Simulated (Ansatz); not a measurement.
`C1[SiH2]O[SiH2]1`, relaxed with RKS PBE-D4/def2-SVP in Ansatz 0.2.0 from a rough embedded geometry. The force threshold is 0.03 eV/Å; the program also tests the step.

The species carries charge 0 and has multiplicity 1.

Start:

```xyz
10

C    -0.511    0.393    0.756
Si    0.449    0.984   -0.686
O     1.227   -0.461   -0.681
Si    0.028   -1.320    0.095
H    -0.102    0.671    1.782
H    -1.630    0.608    0.788
H    -0.347    1.149   -1.928
H     1.395    2.050   -0.384
H    -1.008   -1.881   -0.860
H     0.499   -2.193    1.118
```

Problem. How much energy does the relaxation release, and in how many steps? (Best estimate.)

Solution. The calculation gave: 58.18 kJ/mol, in 8 steps, 2 of them rejected.

Problem. Which bonds change most? (Best estimate.)

Solution. The calculation gave: C1–Si2 from 1.830 to 1.910 Å; Si4–H10 from 1.424 to 1.503 Å; Si2–O3 from 1.642 to 1.718 Å.

Problem. Give the relaxed structure. (Best estimate.)

Solution. The calculation gave: 
```xyz
10

C    -0.637    0.385    0.716
Si    0.488    1.024   -0.690
O     0.960   -0.580   -1.080
Si    0.002   -1.321    0.139
H    -0.343    0.686    1.741
H    -1.722    0.562    0.581
H    -0.216    1.697   -1.835
H     1.657    1.866   -0.260
H    -1.032   -2.244   -0.443
H     0.842   -2.075    1.132
```
